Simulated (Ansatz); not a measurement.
Geometry optimisation, Ansatz, RKS PBE0/def2-SVP.

The input (input.yaml):

```yaml
crystal:
  periodic: [false, false, false]
  atoms:
    - { symbol: W, position_ang: [0.0, 0.0, 0.0] }
    - { symbol: H, position_ang: [0.0, 0.0, 1.72] }
    - { symbol: F, position_ang: [1.85, 0.0, 0.0] }
    - { symbol: F, position_ang: [0.0, 1.85, 0.0] }
    - { symbol: Cl, position_ang: [-2.39, 0.0, 0.0] }
    - { symbol: F, position_ang: [0.0, -1.85, 0.0] }
    - { symbol: H, position_ang: [0.0, 0.0, -1.72] }
basis:
  gaussian: { orbitals: def2-SVP }
hamiltonian:
  xc: pbe0
relax:
  f_tol: 0.02
  max_steps: 40
```

Launched with:

```bash
$ ansatz run input.yaml --threads 2 --pin off --max-ram 3072MiB --backend cpu --events-out ev --progress --plain --runs-dir out
```

Problem. Where does it end, and by what steps?

Solution. The forces met the threshold. After 7 steps the energy has fallen by 1.720 eV; H2 moved furthest, 0.63 Å.

```
step  energy less start (eV)  largest force component (eV/Å)  accepted
   0                  0.0000                           2.082       yes
   1                 -0.5083                           1.003       yes
   2                 -0.9528                           1.303       yes
   3                 -1.4770                           1.050       yes
   4                 -1.7177                           0.184       yes
   5                 -1.7192                           0.100       yes
   6                 -1.7199                           0.033       yes
   7                 -1.7200                           0.008       yes
```

```xyz
7
Properties=species:S:1:pos:R:3
W 0.190 0.000 0.000
H -0.580 0.000 1.468
F 2.066 0.000 0.000
F 0.310 1.827 0.000
Cl -2.257 0.000 0.000
F 0.310 -1.827 0.000
H -0.580 0.000 -1.468
```

Whether the end is a true minimum wasn't checked by a vibrational analysis.

The run took 28 s on 2 threads of Arm Neoverse V2 (shared host), peak memory 0.23 GiB.
